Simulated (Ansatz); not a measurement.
Correlation energies of CH$_{6}$BClSi$_{2}$, SMILES `Cl[SiH]1CB[SiH2]1` by basis set

```
atom   x (Å)   y (Å)   z (Å)
 Cl1  -2.303  -1.117  -1.044
 Si2  -1.153   0.148   0.107
  C3   0.269   0.999  -0.864
  B4   1.052  -0.311  -0.650
 Si5   0.642  -0.856   1.237
  H6  -2.066   1.144   0.719
  H7   0.115   1.419  -1.855
  H8   0.453   1.790  -0.122
  H9   1.306  -1.059  -1.546
 H10   1.069   0.098   2.296
 H11   0.615  -2.255   1.722
```

Total charge 0; spin multiplicity 1. The geometry is a stationary point of PBE0-D4/def2-TZVP. Frozen core, restricted reference, Ansatz. CBS rows extrapolate triple and quadruple zeta; past MP2 they add the triple-zeta difference.

```csv
basis,HF (Eh),MP2 corr.
def2-TZVPP,-1103.47516,-0.70096
def2-QZVPP,-1103.50828,-0.75576
```

**Question.** Estimate the CCSD correlation energy and the (T) correction in each basis where they were run (hartree).

**Answer.** 
```tsv
basis	CCSD corr.	(T)
def2-TZVPP	-0.76542	-0.03443
CBS(def2)	-0.86081	as TZ
```
